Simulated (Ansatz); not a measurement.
A run for Ansatz (a program for electronic structure): R-CCSD(T)/cc-pVDZ on BGeH5 (SMILES [BH2][GeH3]), a point of a torsion scan. The run froze 15 orbitals, filled d shells among them.

Ansatz 0.2 input:
```yaml
crystal:
  periodic: [false, false, false]
  atoms:
    - {symbol: B, position_ang: [1.24195436, -0.07744886, 0.00891134]}
    - {symbol: Ge, position_ang: [-0.74767986, 0.07529296, 0.00557920]}
    - {symbol: H, position_ang: [1.93583684, 0.85977110, -0.02276562]}
    - {symbol: H, position_ang: [1.74761290, -1.12903728, 0.04338736]}
    - {symbol: H, position_ang: [-1.34426457, 1.44644639, -0.03937105]}
    - {symbol: H, position_ang: [-1.41784253, -0.62590391, -1.13519021]}
    - {symbol: H, position_ang: [-1.41583876, -0.54890789, 1.19135788]}
basis:
  gaussian:
    orbitals: cc-pVDZ
magnetization: {spin_polarized: false}
correlation: {method: ccsd_t, electrons: outside_noble_gas}
scf: {lower_state_search: off}
```

Output:

```
WARN ansatz: RAYON_NUM_THREADS=1 ignored (pool sized by the plan → 1); use --threads N
Functional definition: HF
these checks for a lower state are left out or cut short: stability, starts, cluster_reference, orbital_swaps, neighbouring_geometries, increment
integrals: 0.04 GiB planned
672 factors; integrals over basis functions are off by at most 9.5e-4 eV
mean field: 0.15 GiB planned
mean field evaluation 1: about -57221.2904 eV, gradient 1.2e1 eV
mean field evaluation 2: about -57221.3150 eV, gradient 1.3e1 eV
mean field evaluation 4: about -57222.1667 eV, gradient 4.6e-1 eV
mean field evaluation 8: about -57222.1682 eV, gradient 3.2e-4 eV
mean field -57222.16819967 eV, -2102.8758947590 hartree, gradient 2.8e-6 eV, S^2 0.000000; 0 other end points of the search recorded, 0 dependent functions left out
15 core orbitals not correlated
reference -57222.16819967 eV, -2102.8758947590 hartree; 6, 6 occupied and 45, 45 virtual orbitals, 672 factors
second order -5.04573162 eV of doubles, -0.00000000 eV of singles
coupled cluster: 0.11 GiB planned
cycle   1  -5.93579478 eV  change   -8.9e-1 eV  update   6.6e-2
cycle   2  -6.23427107 eV  change   -3.0e-1 eV  update   2.2e-2
cycle   3  -6.24654112 eV  change   -1.2e-2 eV  update   6.5e-3
cycle   4  -6.24389320 eV  change    2.6e-3 eV  update   2.7e-3
cycle   5  -6.24332688 eV  change    5.7e-4 eV  update   1.1e-3
cycle   6  -6.24328717 eV  change    4.0e-5 eV  update   3.6e-4
cycle   7  -6.24330122 eV  change   -1.4e-5 eV  update   1.0e-4
cycle   8  -6.24333390 eV  change   -3.3e-5 eV  update   2.7e-5
cycle   9  -6.24333033 eV  change    3.6e-6 eV  update   6.1e-6
perturbative correction -0.12937397 eV, -0.0047544059 hartree
Total energy: -57228.54090397 eV, -2103.1100873227 hartree
Checks for a lower state left out: stability, starts, cluster_reference, orbital_swaps, neighbouring_geometries, increment
```

The run converged.

Cost: around 1.4 core-seconds (rough).
